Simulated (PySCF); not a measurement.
Can point charges reproduce the dipole moment of `CC[SiH2][C@](C)(F)C(Cl)Cl`?

Coordinates (GFN2-xTB, Å) and charges (e) from the PBE0/pcSseg-1 density (PySCF):

```tsv
atom	x	y	z	Mulliken	IAO	Hirshfeld	ESP-fitted
C1	3.161	0.268	-0.154	-0.2866	-0.4110	-0.1159	-0.2952
C2	1.814	-0.378	-0.459	-0.5791	-0.5308	-0.1551	+0.0841
Si3	0.365	0.734	0.052	+0.6613	+0.7320	+0.3115	+0.2529
C4	-1.264	-0.224	-0.381	-0.1610	+0.0610	+0.0089	+0.3564
C5	-1.626	-1.275	0.652	-0.1842	-0.4354	-0.1403	-0.6217
F6	-1.049	-0.872	-1.605	-0.3285	-0.3284	-0.1051	-0.2218
C7	-2.382	0.766	-0.633	-0.1750	-0.1094	+0.0220	-0.5927
Cl8	-3.982	0.012	-0.866	-0.0588	-0.0730	-0.0410	+0.0100
Cl9	-2.464	1.894	0.723	-0.0506	-0.0506	+0.0009	+0.0190
H10	3.259	0.466	0.910	+0.1158	+0.1373	+0.0390	+0.0737
H11	3.261	1.213	-0.680	+0.1179	+0.1382	+0.0398	+0.0810
H12	3.980	-0.382	-0.457	+0.1238	+0.1453	+0.0434	+0.0745
H13	1.757	-0.600	-1.527	+0.1541	+0.1553	+0.0402	+0.0075
H14	1.759	-1.339	0.056	+0.1449	+0.1453	+0.0403	+0.0068
H15	0.364	1.982	-0.716	-0.0634	-0.1180	-0.0790	-0.0827
H16	0.358	0.994	1.492	-0.0482	-0.1169	-0.0796	-0.0738
H17	-0.782	-1.941	0.810	+0.1330	+0.1505	+0.0473	+0.1742
H18	-2.476	-1.867	0.316	+0.1449	+0.1607	+0.0332	+0.2108
H19	-1.878	-0.789	1.590	+0.1278	+0.1584	+0.0393	+0.1990
H20	-2.180	1.347	-1.535	+0.2120	+0.1894	+0.0505	+0.3382
```

Problem. What dipole does each set of charges give (1 e·Å = 4.803 D), and what does the density give?

Solution. The full density gives (2.03, -0.12, 0.68) D, 2.14 D in size; dipole vectors point from the negative to the positive end.

```tsv
scheme	μx	μy	μz	size (D)	share of the full size (%)	angle to the full dipole (°)
Mulliken	2.32	1.44	3.29	4.27	200	42
IAO	1.68	1.69	2.12	3.19	149	47
Hirshfeld	0.54	0.78	0.49	1.07	50	54
ESP-fitted	2.07	-0.08	0.65	2.17	101	2
```

Problem. Which set comes closest?

Solution. Length of the difference vector: ESP-fitted 0.06 D, Hirshfeld 1.75 D, IAO 2.33 D, Mulliken 3.05 D. Closest: ESP-fitted. 

Problem. What is left for the Hirshfeld atoms' own dipoles?

Solution. The shares of the density sum to the whole, so what Σ q r misses lies in dipoles about the nuclei. The atomic dipoles sum to (2.03, -0.12, 0.68) − (0.54, 0.78, 0.49) = (1.49, -0.90, 0.19) D, 1.75 D in size.

Problem. With the origin at the mean of the coordinates, (0.000, 0.001, -0.121) Å, which are the largest single terms, by size, of the ESP-fitted dipole along the direction of the full one?

Solution. C7 +7.00, C1 -4.21, H20 -4.20, C5 +3.65, C4 -2.17 D; all 20 atoms together +2.17 D. The single terms depend on the origin, their sum doesn't.

Problem. Give the size of the full dipole in other units.

Solution. 2.14 D = 0.843 au = 0.446 e·Å = 7.14 × 10⁻³⁰ C·m.

Geometry: GFN2-xTB, one conformer, isolated molecule.

The run behind these numbers computed NMR shieldings as well. Hardware: one thread of an Arm Neoverse V1 (shared host). Cost: 84 s, 1.1 GiB resident at most.

Shape of the structure used: `[CH3:1][CH2:2][SiH2:3][C@:4]([CH3:5])([F:6])[CH:7]([Cl:8])[Cl:9]`: C1–C2–Si3–C4 -179°, C2–Si3–C4–C5 80°, Si3–C4–C7–Cl8 -174°.
